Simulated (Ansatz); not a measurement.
C2H7AlO2 can be A, `CO[CH2][AlH][OH]`, or B, `CC(O)[O][AlH2]`.

Isolated molecules relaxed with PBE0-D4/def2-TZVP in Ansatz; ΔE leaves out vibrations. CCSD(T)/CBS is the MP2 limit (def2-TZVPP, def2-QZVPP) plus CCSD(T) − MP2 in def2-TZVPP, frozen cores. DFT in def2-TZVPP. B3LYP here is the variant with VWN-RPA as its local correlation; programs differ in this. One conformer a species, not always the lowest.

A:

Z-matrix (Å, degrees):
```
C
O 1 1.395
H 1 1.104 2 111.9
H 1 1.091 2 108.0 3 -119.3
H 1 1.100 2 111.7 3 120.9
C 2 1.422 1 111.9 3 -59.2
Al 6 1.986 2 112.5 1 75.0
H 6 1.097 2 106.2 1 -166.3
H 6 1.102 2 110.4 1 -52.8
O 7 1.698 6 118.5 2 13.5
H 7 1.582 6 124.8 2 -169.4
H 10 0.957 7 121.2 6 1.0
```

B:

Z-matrix (Å, degrees):
```
C
C 1 1.507
H 1 1.090 2 109.8
H 1 1.092 2 109.4 3 -119.4
H 1 1.091 2 110.4 3 120.8
O 2 1.410 1 107.4 3 177.6
O 2 1.391 1 110.2 3 56.0
H 2 1.100 1 110.3 3 -63.3
H 6 0.962 2 108.9 1 164.9
Al 7 1.697 2 130.2 1 130.0
H 10 1.585 7 120.4 2 26.3
H 10 1.577 7 115.8 2 -158.9
```

Question: Which is lower in electronic energy at CCSD(T)/CBS, and by how much? (Best estimate.)

Answer: The calculation gave: B, by 33.4 kJ/mol.

Question: Give E(B) − E(A) in kJ/mol with r2SCAN-D4, B3LYP, CCSD(T)/def2-SVP, PBE-D4, BLYP-D4, PBE0-D4, MP2/def2-TZVPP. (Estimate.)

Answer: Computed: r2SCAN-D4 -32.9, B3LYP -28.8, CCSD(T)/def2-SVP -56.2, PBE-D4 -27.1, BLYP-D4 -24.7, PBE0-D4 -32.8, MP2/def2-TZVPP -34.6. None reverses the order clearly.

Question: Does the order hold for the free energy at 298.15 K (harmonic terms from PBE0-D4)? (Estimate.)

Answer: The calculation gave: Yes: G(B) − G(A) = -35.5 kJ/mol, for one conformer each.

Largest T1 diagnostic: 0.012.

Leaving LDA and LC-ωPBE aside and taking each functional with its dispersion term where it has one, the values, not all of them listed here, spread over 18.2 kJ/mol, from B97M-V to BLYP-D4. LDA lies −11.3 kJ/mol from PBE without D4. From BLYP to BHLYP (50 % exact exchange), in def2-TZVPP and without D4, E(B) − E(A) moves by −13.7 kJ/mol.
